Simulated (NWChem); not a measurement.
## Basis-set convergence for vinylidene fluoride (C$_{2}$H$_{2}$F$_{2}$)

```xyz
6

C      0.0000     0.0000     1.3865
C      0.0000     0.0000     0.0602
F      1.0799     0.0000    -0.6963
F     -1.0799     0.0000    -0.6963
H     -0.9454     0.0000     1.9262
H      0.9454     0.0000     1.9262
```
Charge 0, spin multiplicity 1.

All runs are NWChem calculations. The geometry was optimised at B3LYP/def2-SVP, a minimum by its harmonic frequencies.

Quantity: LUMO energy at the level PBE0.

The Pople sets run with spherical d functions.

```json
[
 {"basis": "3-21G", "functions": "40", "LUMO energy (eV)": "0.95"},
 {"basis": "6-31G*", "functions": "60", "LUMO energy (eV)": "1.01"},
 {"basis": "cc-pVDZ", "functions": "66", "LUMO energy (eV)": "0.79"},
 {"basis": "pcseg-1", "functions": "66", "LUMO energy (eV)": "0.46"},
 {"basis": "6-311G**", "functions": "84", "LUMO energy (eV)": "0.62"},
 {"basis": "def2-SVPD", "functions": "102", "LUMO energy (eV)": "0.26"},
 {"basis": "aug-cc-pVDZ", "functions": "110", "LUMO energy (eV)": "0.02"},
 {"basis": "aug-pcseg-1", "functions": "110", "LUMO energy (eV)": "-0.04"},
 {"basis": "cc-pVTZ", "functions": "148", "LUMO energy (eV)": "0.54"},
 {"basis": "def2-TZVPP", "functions": "152", "LUMO energy (eV)": "0.42"}
]
```

Smallest basis within 0.1 eV of def2-TZVPP, the largest set run: pcseg-1, with 66 functions against 152. def2-TZVPP isn't the basis-set limit itself, and a small set can land close by cancellation.

This LUMO lies above zero in the largest set, so its value hangs on the diffuse functions.
